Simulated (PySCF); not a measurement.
The multiplicity is imposed and other spin states were not computed.

B3LYP has the VWN-RPA correlation part, as in Gaussian. 

Cartesian coordinates (Å):
```xyz
9

Zn    -0.1921    -0.2750     0.3822
O      0.1987     0.9972     1.5709
C     -0.0647     2.3645     1.3835
H      0.4453     2.8094     0.4902
H      0.3057     2.9318     2.2703
H     -1.1542     2.6081     1.2862
N     -0.4552    -1.8181    -0.5628
H      0.0219    -1.8121    -1.4766
H     -1.4498    -1.9875    -0.7748
```
Charge 0, spin multiplicity 1.

### Question
What is the computed charge on the central atom (meta-Löwdin), HOMO–LUMO gap and total energy (B3LYP-D3(BJ)/def2-TZVP // BP86-D3(BJ)/def2-SVP (PySCF))?

### Answer

```json
{
 "charge on the central atom (meta-Löwdin)": "1.20 e",
 "HOMO–LUMO gap": "5.87 eV",
 "total_energy": "-53079.33 eV"
}
```
